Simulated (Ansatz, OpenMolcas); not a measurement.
How methods differ on GeSiH3ClO (SMILES [SiH3][O][Ge][Cl])

GeSiH3ClO: 7 atoms, total charge 0, spin state singlet. SMILES: `[SiH3][O][Ge][Cl]`. Geometry: relaxed at PBE0-D4/def2-TZVP. This is one conformer, not always the lowest.

```
atom    x (Å)    y (Å)    z (Å)
  Si   0.1844   0.6642  -0.6142
   O   0.4345  -0.9595  -0.4138
  Ge   0.0766  -2.2159   0.7769
  Cl  -0.9918  -0.9951   2.2776
   H   0.7959   1.0454  -1.9113
   H  -1.2689   0.9651  -0.6433
   H   0.8307   1.4278   0.4824
```

Each level gives the energy change with the Si1–H5 bond stretched from 1.484 to 3.264 Å (eV). The values are calculated.

```
                        level                    kind     program  value (eV)  CPU time (all runs)
    HF/cc-pVDZ (unrestricted)            Hartree–Fock  OpenMolcas        3.28                 34 s
  r2SCAN/cc-pVDZ (restricted)                meta-GGA      Ansatz        4.32                 50 s
   BHLYP/cc-pVDZ (restricted)           global hybrid      Ansatz        4.87                 29 s
 wB97M-V/cc-pVDZ (restricted)  range-separated hybrid      Ansatz        4.74              3.5 min
PBE-QIDH/cc-pVDZ (restricted)           double hybrid      Ansatz        4.80                 32 s
     MP2/cc-pVDZ (restricted)     perturbation theory      Ansatz        4.74                 17 s
 BCCD(T)/cc-pVDZ (restricted)   coupled cluster or CI      Ansatz        3.77                 75 s
    CCSD/cc-pVDZ (restricted)   coupled cluster or CI      Ansatz        4.02                 50 s
```

All-electron rows without a relativistic Hamiltonian named are non-relativistic. The first shape isn't each level's own minimum. The values span 3.28 to 4.87 eV. Spin contamination of the reference (⟨S²⟩ at least 0.1 too high) touches HF/cc-pVDZ (up to 0.94 too high). In the correlated wave-function rows the outer d shell of Ge is correlated, in sets not made for it. CPU times are rough (shared hosts, several kinds of processor and program).
